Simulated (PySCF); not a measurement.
H3Si2, SMILES [SiH][SiH2] (connectivity only; charge and spin as stated), neutral, multiplicity 2.

The structure is a stationary point at PBE-D3(BJ)/def2-TZVP. The geometry has at least one imaginary mode, so it is a saddle point at that level. The isomer is the one that the SMILES or the coordinates give; other isomers of the formula were not compared.

These are PBE-D3(BJ)/def2-TZVP in PySCF values and carry that method's errors.

Frequencies are harmonic and unscaled.

| mode | ν (cm⁻¹) | IR (km/mol) | moving atoms (share of kinetic energy) |
|---|---|---|---|
| 1 | 210i | 2.8 | H 94 % |
| 2 | 369 | 7.1 | H 95 % |
| 3 | 376 | 5.6 | H 91 %, Si 9 % |
| 4 | 442 | 4.7 | Si 93 % |
| 5 | 679 | 38.8 | H 87 %, Si 13 % |
| 6 | 934 | 97.4 | H 95 % |
| 7 | 1958 | 139.2 | H 97 % |
| 8 | 2108 | 110.3 | H 97 % |
| 9 | 2138 | 104.8 | H 96 % |
